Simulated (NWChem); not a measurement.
# C₄H₆; SMILES C#CCC

Computed with NWChem. Pople sets run with spherical d functions. Each level has its own optimisation. Computed dipoles belong to the equilibrium geometry; the measured one is vibrationally averaged.

Measured dipole moment: 0.78 D (NIST CCCBDB, as tabulated in the package chemicals).

```tsv
level	dipole moment (D)	computed − measured
Hartree-Fock/STO-3G	0.56	-0.22
Hartree-Fock/3-21G	0.71	-0.07
Hartree-Fock/6-31G*	0.65	-0.13
B3LYP/6-31G*	0.68	-0.10
LDA (Slater exchange, VWN5)/def2-SVP	0.81	+0.03
PBE/def2-SVP	0.79	+0.01
BLYP/def2-SVP	0.76	-0.02
PBE0/def2-SVP	0.77	-0.01
```
